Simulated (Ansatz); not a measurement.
Ansatz (a program for electronic structure) input (B3LYP-D3(BJ)/def2-TZVP):

Ansatz 0.2 input:
```yaml
crystal:
  periodic: [false, false, false]
  atoms:
    - {symbol: Lu, position_ang: [0.20606018, -0.37335497, -0.93134526]}
    - {symbol: F, position_ang: [-1.46612035, -0.73422312, 0.34602115]}
    - {symbol: F, position_ang: [-0.04020397, 1.66470868, -0.34805358]}
    - {symbol: F, position_ang: [1.35604045, -0.55002511, 0.85913697]}
basis:
  gaussian:
    orbitals: def2-TZVP
hamiltonian:
  xc: b3lyp
  dispersion: d3bj
magnetization: {spin_polarized: true, initial_magnetization: 2}
relax: {f_tol: 0.002, max_steps: 150}
```

End of the output:

```
mean field: 1.53 GiB planned
mean field -41796.72915991 eV, -1536.0014657861 hartree, gradient 4.5e-6 eV, S^2 2.009804; 0 other end points of the search recorded, 0 dependent functions left out
the calculation of the forces begins
reference -41796.72943594 eV, -1536.0014759300 hartree; 36, 34 occupied and 153, 155 virtual orbitals, 1307 factors
relax step  10: F+E_penalty+E_count = -41796.80598091 eV  Δ(F+E_penalty+E_count) = -3.590e-6 eV  max|allowed force component| = 7.657e-4 eV/Å  Δτ_max = 0.0018 Å  (74 SCF iters, accepted)
these checks for a lower state are left out or cut short: starts, cluster_reference, orbital_swaps, neighbouring_geometries, increment
integrals: 0.14 GiB planned
1307 factors; their error is unknown
mean field: 1.53 GiB planned
mean field evaluation 192: about -41796.7292 eV, gradient 2.0e-5 eV
mean field -41796.72917320 eV, -1536.0014662744 hartree, gradient 3.3e-6 eV, S^2 2.009806; 0 other end points of the search recorded, 0 dependent functions left out
the calculation of the forces begins
reference -41796.72944925 eV, -1536.0014764192 hartree; 36, 34 occupied and 153, 155 virtual orbitals, 1307 factors
relax step  11: F+E_penalty+E_count = -41796.80599187 eV  Δ(F+E_penalty+E_count) = -1.096e-5 eV  max|allowed force component| = 2.811e-3 eV/Å  Δτ_max = 0.0084 Å  (92 SCF iters, accepted)
these checks for a lower state are left out or cut short: starts, cluster_reference, orbital_swaps, neighbouring_geometries, increment
integrals: 0.14 GiB planned
1307 factors; their error is unknown
mean field: 1.53 GiB planned
mean field -41796.72918262 eV, -1536.0014666208 hartree, gradient 9.5e-6 eV, S^2 2.009808; 0 other end points of the search recorded, 0 dependent functions left out
the calculation of the forces begins
reference -41796.72945869 eV, -1536.0014767660 hartree; 36, 34 occupied and 153, 155 virtual orbitals, 1307 factors
relax step  12: F+E_penalty+E_count = -41796.80599898 eV  Δ(F+E_penalty+E_count) = -7.113e-6 eV  max|allowed force component| = 3.573e-3 eV/Å  Δτ_max = 0.0081 Å  (91 SCF iters, accepted)
these checks for a lower state are left out or cut short: starts, cluster_reference, orbital_swaps, neighbouring_geometries, increment
integrals: 0.14 GiB planned
1307 factors; their error is unknown
mean field: 1.53 GiB planned
mean field -41796.72918800 eV, -1536.0014668182 hartree, gradient 5.4e-6 eV, S^2 2.009809; 0 other end points of the search recorded, 0 dependent functions left out
the calculation of the forces begins
reference -41796.72946406 eV, -1536.0014769635 hartree; 36, 34 occupied and 153, 155 virtual orbitals, 1307 factors
relax step  13: F+E_penalty+E_count = -41796.80600299 eV  Δ(F+E_penalty+E_count) = -4.008e-6 eV  max|allowed force component| = 1.188e-3 eV/Å  Δτ_max = 0.0057 Å  (89 SCF iters, accepted)
integrals: 0.14 GiB planned
1307 factors; their error is unknown
mean field: 1.53 GiB planned
mean field evaluation 224: about -41796.6147 eV, gradient 1.7e-1 eV
mean field evaluation 256: about -41796.7292 eV, gradient 9.5e-4 eV
mean field evaluation 288: about -41796.2818 eV, gradient 8.4e0 eV
mean field -41796.72918800 eV, -1536.0014668182 hartree, gradient 5.4e-6 eV, S^2 2.009809; 7 other end points of the search recorded, 0 dependent functions left out
the calculation of the forces begins
reference -41796.72946406 eV, -1536.0014769635 hartree; 36, 34 occupied and 153, 155 virtual orbitals, 1307 factors
Total energy: -41796.80627906 eV, -1536.0042998626 hartree
Atom 0 at     0.017358     0.001060    -0.018322 Å, force     0.001083     0.001188     0.000107 eV/Å
Atom 1 at    -1.734373    -1.049660     0.066354 Å, force    -0.000820    -0.000753     0.000021 eV/Å
Atom 2 at     0.025187     1.887506    -0.807507 Å, force     0.000187    -0.000595     0.000159 eV/Å
Atom 3 at     1.747604    -0.831800     0.685235 Å, force    -0.000450     0.000159    -0.000287 eV/Å
Dipole moment:     0.004489    -0.000330     0.000980 e Å
```

The spin state was set by rule; other spins were not relaxed.
